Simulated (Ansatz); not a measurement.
CH6SiSn (`[CH2]1[SiH2][SnH2]1`). Total charge 0; spin multiplicity 1. Sn takes the def2 core potential. Geometry: relaxed with PBE0-D4/def2-TZVP.

```xyz
9

C     0.096   -0.240    1.013
Si    1.192    0.429   -0.341
Sn   -1.171   -0.120   -0.810
H    -0.182    0.435    1.819
H     0.294   -1.245    1.376
H     2.276   -0.450   -0.844
H     1.621    1.845   -0.241
H    -2.438    0.996   -0.639
H    -1.688   -1.650   -1.333
```

Q: What is the dipole moment at B3LYP/def2-TZVPP? (Best estimate.)

A: The calculation gave: 0.33 D, with components (0.26, 0.02, 0.20) D in this frame, pointing from negative to positive charge.

Q: And with PBE, r2SCAN, ωB97M-V? (An estimate is asked.)

A: The calculation gave: PBE 0.35 D, r2SCAN 0.37 D, ωB97M-V 0.30 D.

Q: Give the Mulliken charges with B3LYP, PBE, ωB97M-V in def2-TZVPP. (Estimate.)

A: Ansatz gave: 
| atom | B3LYP | PBE | ωB97M-V |
| --- | --- | --- | --- |
| C1 | -0.52 | -0.45 | -0.56 |
| Si2 | 0.14 | 0.07 | 0.11 |
| Sn3 | 0.46 | 0.42 | 0.34 |
| H4 | 0.12 | 0.12 | 0.14 |
| H5 | 0.12 | 0.12 | 0.14 |
| H6 | -0.05 | -0.04 | -0.01 |
| H7 | -0.05 | -0.04 | -0.01 |
| H8 | -0.11 | -0.09 | -0.07 |
| H9 | -0.11 | -0.09 | -0.07 |

B3LYP here is the variant with VWN-RPA as its local correlation; programs differ in this.
